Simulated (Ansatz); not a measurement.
C2H6BFOSi can be A, `C[Si]1(F)CBO1`, or B, `O[SiH]1CB(F)C1`.

Calculated with Ansatz (gas phase, PBE0-D4/def2-TZVP geometries, no zero-point term in ΔE). CBS: MP2 limit from def2 TZ/QZ plus the TZ coupled-cluster correction, frozen cores. DFT in def2-TZVPP. B3LYP here is the variant with VWN-RPA as its local correlation; programs differ in this. One conformer a species, not always the lowest.

Problem. Which isomer does CCSD(T)/CBS put lower? Give the gap. (Estimate.)

Solution. The calculation gave: A, by 34.7 kcal/mol.

Problem. Give E(B) − E(A) in kcal/mol with CCSD(T)/def2-TZVPP, PBE-D4, HF/def2-TZVPP, PBE0-D4, CCSD/def2-TZVPP, B3LYP, B3LYP-D4. (An estimate is asked.)

Solution. Computed: CCSD(T)/def2-TZVPP 34.4, PBE-D4 30.8, HF/def2-TZVPP 37.1, PBE0-D4 31.7, CCSD/def2-TZVPP 34.7, B3LYP 34.3, B3LYP-D4 34.1. None reverses the order clearly.

Largest T1 diagnostic: 0.013.

From PBE to PBE0 (25 % exact exchange), in def2-TZVPP and without D4, E(B) − E(A) moves by +0.8 kcal/mol. In def2-TZVPP, CCSD(T) changes the Hartree–Fock value by −2.7 kcal/mol (the triples alone add −0.4 kcal/mol) and MP2 by −2.5 kcal/mol.
